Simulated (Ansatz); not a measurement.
Input for Ansatz (an electronic-structure program): U-r2SCAN/def2-TZVPP on AlBrH2 (SMILES [AlH2][Br]), a point of a bond scan (R = 3.967 Å).

Ansatz 0.2 input:
```yaml
crystal:
  periodic: [false, false, false]
  atoms:
    - {symbol: Al, position_ang: [-0.83541046, -1.29867282, 0.20638148]}
    - {symbol: H, position_ang: [-0.32444596, -2.32948796, 1.27376836]}
    - {symbol: H, position_ang: [-2.12574011, -1.47940621, -0.66846947]}
    - {symbol: Br, position_ang: [1.29208395, 2.00858666, -0.31919901]}
basis:
  gaussian:
    orbitals: def2-TZVPP
hamiltonian:
  xc: {name: r2SCAN}
magnetization: {spin_polarized: true, initial_magnetization: 0}
```

It printed:

```
WARN ansatz: RAYON_NUM_THREADS=1 ignored (pool sized by the plan → 1); use --threads N
Functional definition: r2SCAN
integrals: 0.04 GiB planned
763 factors; their error is unknown
mean field: 0.37 GiB planned
mean field evaluation 1: about -76669.5687 eV, gradient 1.7e1 eV
mean field evaluation 2: about -76577.7214 eV, gradient 7.4e1 eV
mean field evaluation 4: about -76666.7958 eV, gradient 2.3e1 eV
mean field evaluation 8: about -76672.6479 eV, gradient 5.7e-1 eV
mean field evaluation 16: about -76672.6240 eV, gradient 8.5e-5 eV
mean field evaluation 32: about -76672.6646 eV, gradient 1.1e-5 eV
mean field evaluation 64: about -76671.4438 eV, gradient 9.2e-2 eV
mean field evaluation 96: about -76672.3826 eV, gradient 3.1e0 eV
mean field -76672.66455383 eV, -2817.6684517546 hartree, gradient 1.1e-5 eV, S^2 0.262477; 12 other end points of the search recorded, 0 dependent functions left out
reference -76672.66456959 eV, -2817.6684523339 hartree; 25, 25 occupied and 93, 93 virtual orbitals, 763 factors
Total energy: -76672.66456959 eV, -2817.6684523339 hartree
```

Self-consistency was reached. Its determinant has ⟨S²⟩ = 0.26, a mixture of spin states.

Cost: about 26 core-seconds (a rough figure).
